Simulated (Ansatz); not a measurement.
CH$_{3}$BClNSe (`ClB1NC[Se]1`), relaxed with RKS PBE-D4/def2-SVP in the Gaussian-basis code of Ansatz from a rough embedded geometry. The force threshold is 0.03 eV/Å; the program also tests the step.

Charge 0, multiplicity 1.

Start:

```xyz
8

Cl   -2.802   -1.111   -0.260
B    -1.243   -0.244   -0.242
N     0.201   -0.684   -0.402
C     0.967    0.531    0.060
Se   -0.593    1.624    0.351
H     0.385   -1.423    0.360
H     1.530    0.920   -0.823
H     1.555    0.388    0.956
```

Question: By how much does the energy fall, and how many steps does the optimiser take? (An estimate is asked.)

Answer: The calculation gave: 0.89 eV, in 10 steps.

Question: Which bonds change most? (Best estimate.)

Answer: The calculation gave: B2–N3 from 1.518 to 1.409 Å; C4–Se5 from 1.926 to 2.011 Å; B2–Se5 from 2.065 to 1.983 Å; N3–C4 from 1.508 to 1.451 Å.

Question: Give the relaxed structure. (An estimate is asked.)

Answer: Ansatz gave: 
```xyz
8

Cl   -2.724   -1.035   -0.223
B    -1.193   -0.188   -0.070
N     0.122   -0.695   -0.069
C     0.914    0.510    0.092
Se   -0.692    1.717    0.154
H     0.522   -1.631   -0.152
H     1.563    0.758   -0.773
H     1.488    0.565    1.041
```
